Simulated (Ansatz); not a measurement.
Reaction (formal exchange of groups at the Si–Si bond): `[SiH3][SiH2]SS` + CH₃SH → `SC[SiH2]SS` + SiH₄

Isolated molecules relaxed with PBE0-D4/def2-TZVP in Ansatz; ΔE leaves out vibrations. CCSD(T)/CBS is the MP2 limit (def2-TZVPP, def2-QZVPP) plus CCSD(T) − MP2 in def2-TZVPP, frozen cores. This one scheme is used for every species. DFT in def2-TZVPP. B3LYP here is the variant with VWN-RPA as its local correlation; programs differ in this. One conformer a species, not always the lowest.

```tsv
level	ΔE (kcal/mol)	difference from CCSD(T)/CBS
PBE-D4	4.5	3.2
r2SCAN-D4	2.9	1.6
PBE0-D4	3.8	2.5
B3LYP-D4	2.2	0.9
ωB97X-V	1.7	0.4
ωB97M-V	0.3	-1.0
B2PLYP	1.5	0.2
PBE	5.0	3.7
r2SCAN	3.0	1.7
PBE0	4.2	2.9
B3LYP	2.9	1.6
HF/def2-TZVPP	1.0	-0.3
MP2/def2-TZVPP	-0.7	-2.0
SCS-MP2/def2-TZVPP	-0.5	-1.8
CCSD/def2-TZVPP	1.1	-0.2
CCSD(T)/def2-TZVPP	1.0	-0.3
HF/def2-QZVPP	0.9	-0.4
MP2/def2-QZVPP	-0.5	-1.8
SCS-MP2/def2-QZVPP	-0.3	-1.6
HF/CBS(def2)	0.9	-0.4
MP2/CBS(def2)	-0.4	-1.7
CCSD/CBS(def2)	1.3	0.0
CCSD(T)/CBS	1.3	0
```

Largest T1 diagnostic among the species: 0.013.

From PBE to PBE0 (25 % exact exchange), in def2-TZVPP and without D4, ΔE moves by −0.9 kcal/mol. The D4 term adds −0.8 kcal/mol with B3LYP and −0.4 kcal/mol with PBE0; it sums over pairs of atoms, weighted by their polarisabilities, and B3LYP, whose exchange is more repulsive, gets the larger term.

CCSD(T)/CBS has its own doubt, a few kJ/mol and more with outer-core shells, so smaller differences from it don't rank the levels.
